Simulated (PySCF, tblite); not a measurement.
Isomers of [C6H8F2]+ (charge +1 and doublet state). All values are computed: GFN2-xTB (tblite) harmonic vibrations without scaling, gas phase. This tight-binding method is rough: wavenumbers can miss measured ones by several per cent, in bad cases by 10 to 20. One conformer each. Open shells enter through the occupations alone, without spin polarisation, and single modes of such species can be off by tens of per cent.

Electronic energies: B3LYP/pcH-1 single points on the GFN2-xTB geometries (PySCF, gas phase).

```json
{"SMILES": "[CH2+][C]1CC[C@@]1(F)CF", "electronic energy, lowest = 0 (kcal/mol)": "38.0"}
{"SMILES": "[CH2+][C]=C[C@@H](C)C(F)F", "electronic energy, lowest = 0 (kcal/mol)": "30.1"}
{"SMILES": "[CH2+][C](F)/C=C(\\C)CF", "electronic energy, lowest = 0 (kcal/mol)": "0.0"}
```

Task: How do GFN2-xTB zero-point energies change the relative energies?

Result: 
| SMILES | ZPE (kcal/mol) | of it from modes above 1550 cm⁻¹ | electronic (kcal/mol) | with ZPE, lowest = 0 (kcal/mol) | lowest mode (cm⁻¹) | rings |
| --- | --- | --- | --- | --- | --- | --- |
| [CH2+][C](F)/C=C(\C)CF | 75.1 | 34.3 | 0.0 | 0.0 | 55 | 0 |
| [CH2+][C]=C[C@@H](C)C(F)F | 73.9 | 36.6 | 30.1 | 28.9 | 52 | 0 |
| [CH2+][C]1CC[C@@]1(F)CF | 75.4 | 36.4 | 38.0 | 38.3 | 83 | 1 |

The zero-point energies span 1.5 kcal/mol, from `[CH2+][C]=C[C@@H](C)C(F)F` to `[CH2+][C]1CC[C@@]1(F)CF`. The order is unchanged.

Task: And how do the electronic energies of GFN2-xTB itself compare?

Result: `[CH2+][C](F)/C=C(\C)CF` 0.0; `[CH2+][C]=C[C@@H](C)C(F)F` 18.5; `[CH2+][C]1CC[C@@]1(F)CF` 10.2 kcal/mol, lowest = 0. Against the energies above, taken from the same isomer `[CH2+][C](F)/C=C(\C)CF`, the largest difference is 27.8 kcal/mol.
